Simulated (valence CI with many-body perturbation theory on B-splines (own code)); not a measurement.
# Xe31+ in three bases

Calculated by relativistic CI+MBPT: five valence electrons over a frozen Dirac-Fock core [Ar], radial functions for each j: 7 s, 7 p, 8 d, 6 f, 4 g, 1 h, with the one-electron correlation potential Σ1 (screened to all orders), the two-electron term Σ2, the three-electron term Σ3, Breit, model QED; selected single and double excitations, second order for the rest, scaled by the run's own slope (own B-spline code, finite nucleus).

No measured spectrum was set against this ion. As an estimate, large intervals hold to a few tenths of a per cent, small ones and those within an open d or f shell to about a per cent. Among the levels kept, up to 630 cm⁻¹ of a level comes from second order outside the variational space, and about a tenth of that is noise between levels of different J, which matters for small intervals. Only levels of the ground parity were solved; by the run's estimate the other parity begins above the list, which can be wrong where configurations are misplaced.

The reference run has the lowest level (3d3/2^4 3d5/2) J=5/2 and an ionisation energy of 1918.59 eV. Its largest variational space holds 20379 state functions.

Levels are named by their leading jj configuration (3d3/2^4 stands for four electrons in 3d with j = 3/2), which in mixed levels can hold well under half, so a name can repeat and another be missing. Letters in brackets count levels of one name in rising energy.

Changed runs:
A. basis 6 s, 6 p, 5 d, 5 f, 1 g
B. basis 5 s, 5 p, 4 d, 4 f

Excitation energies of the reference run in cm⁻¹, and shifts in cm⁻¹:

| Level | Reference | A | B |
| --- | --- | --- | --- |
| (3d3/2^3 3d5/2^2) J=5/2 [a] | 92460 | +236 | +801 |
| (3d3/2^3 3d5/2^2) J=7/2 [a] | 149897 | +277 | +1127 |
| (3d3/2^3 3d5/2^2) J=3/2 [a] | 154840 | +271 | +1044 |
| (3d3/2^3 3d5/2^2) J=11/2 | 158111 | +283 | +1093 |
| (3d3/2^3 3d5/2^2) J=9/2 | 174911 | +257 | +1184 |
| (3d3/2^3 3d5/2^2) J=5/2 [b] | 178085 | +213 | +1034 |
| (3d3/2^3 3d5/2^2) J=1/2 | 188083 | +275 | +1084 |
| (3d3/2^3 3d5/2^2) J=7/2 [b] | 218672 | +352 | +1586 |
| (3d3/2^2 3d5/2^3) J=5/2 [a] | 230656 | +332 | +1277 |
| (3d3/2^2 3d5/2^3) J=7/2 [a] | 254453 | +287 | +1346 |
| (3d3/2^2 3d5/2^3) J=11/2 | 258969 | +280 | +1177 |
| (3d3/2^3 3d5/2^2) J=3/2 [b] | 262024 | +440 | +1588 |
| Ionisation energy (eV) | 1918.59 | -0.09 | -0.12 |
